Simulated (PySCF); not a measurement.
## Nuclear quadrupole coupling in `C/C=C/[P@](C)(=N)C(F)(F)F`

Compound: C5H9F3NP.
SMILES with atom numbers: `[CH3:1]/[CH:2]=[CH:3]/[P@:4]([CH3:5])(=[NH:6])[C:7]([F:8])([F:9])[F:10]` (hydrogens: H11, H12, H13 on C1; H14 on C2; H15 on C3; H16, H17, H18 on C5; H19 on N6)

Geometry (GFN2-xTB, Å), atoms numbered from 1 in this order:
```
atom  x, y, z in Å
C1     3.1426   -0.5316   -0.3149
C2     1.7002   -0.7357   -0.0346
C3     0.7726    0.2151   -0.0485
P4    -0.9274   -0.2271    0.2854
C5    -1.6123    1.0235    1.4518
N6    -1.0583   -1.7530    0.5031
C7    -1.7563    0.4645   -1.3051
F8    -1.4217   -0.2840   -2.3612
F9    -3.0953    0.4167   -1.1924
F10   -1.4437    1.7342   -1.6098
H11    3.3647    0.5097   -0.5346
H12    3.7368   -0.8540    0.5395
H13    3.4385   -1.1464   -1.1642
H14    1.3788   -1.7433    0.1969
H15    0.9868    1.2530   -0.2719
H16   -1.1919    0.8182    2.4357
H17   -1.3613    2.0362    1.1442
H18   -2.6966    0.9128    1.4961
H19   -1.9659   -2.0995    0.7771
```

Field gradients from the PBE0/pcSseg-1 density (PySCF, non-relativistic), principal values in atomic units, ordered |Vxx| ≤ |Vyy| ≤ |Vzz|:

| atom | Vxx | Vyy | Vzz |
| --- | --- | --- | --- |
| N6 | -0.1029 | -0.5491 | 0.6520 |

Q: Find the asymmetry η = (Vxx − Vyy)/Vzz and the couplings χ = eQV/h (234.96 MHz × Q in barn × V in au), with Q(14N) = 0.02044 b.

A: 
| atom | environment | nucleus | η | χzz (MHz) | χxx (MHz) | χyy (MHz) |
| --- | --- | --- | --- | --- | --- | --- |
| N6 | nitrogen bonded to P and H | 14N | 0.68 | 3.132 | -0.494 | -2.637 |

Q: What is Vzz at N6 in SI units (1 au = 9.71736 × 10²¹ V/m²)?

A: 0.6520 au = 6.336 × 10²¹ V/m².

Q: And the gradient at the other heavy atoms, for which no coupling is worked out here?

A: 
```tsv
atom	environment	Vzz (au)	η
C1	allylic carbon	0.060	0.58
C2	alkene CH carbon	0.481	0.28
C3	alkene CH carbon	-0.182	0.75
P4	phosphorus bonded to 3 C and N	-0.620	0.71
C5	sp3 carbon bound to phosphorus	0.075	0.08
C7	CF3 carbon	-0.509	0.04
F8	fluorine of a CF3 group	2.870	0.04
F9	fluorine of a CF3 group	2.819	0.02
F10	fluorine of a CF3 group	2.818	0.01
```

Q: What couplings would deuterons (Q(2H) = 0.00286 b) have in place of the hydrogens, at this geometry?

A: 
| atom | bonded to | bond length (Å) | Vzz (au) | η | χzz (kHz) |
| --- | --- | --- | --- | --- | --- |
| H11 | C1 | 1.087 | 0.3135 | 0.03 | 211 |
| H12 | C1 | 1.089 | 0.3108 | 0.03 | 209 |
| H13 | C1 | 1.089 | 0.3105 | 0.03 | 209 |
| H14 | C2 | 1.083 | 0.3078 | 0.03 | 207 |
| H15 | C3 | 1.083 | 0.3245 | 0.08 | 218 |
| H16 | C5 | 1.089 | 0.3120 | 0.01 | 210 |
| H17 | C5 | 1.088 | 0.3141 | 0.01 | 211 |
| H18 | C5 | 1.091 | 0.3082 | 0.01 | 207 |
| H19 | N6 | 1.009 | 0.4344 | 0.07 | 292 |

Isolated species at its GFN2-xTB geometry (one conformer only). GFN2-xTB bond lengths can be off by several hundredths of an ångström, more for odd bonds, and the gradients follow them. The small basis limits the accuracy of the gradients.

The run behind these numbers computed NMR shieldings as well. Time: 52 s wall. Hardware: Arm Neoverse V1, one thread, on a shared host.
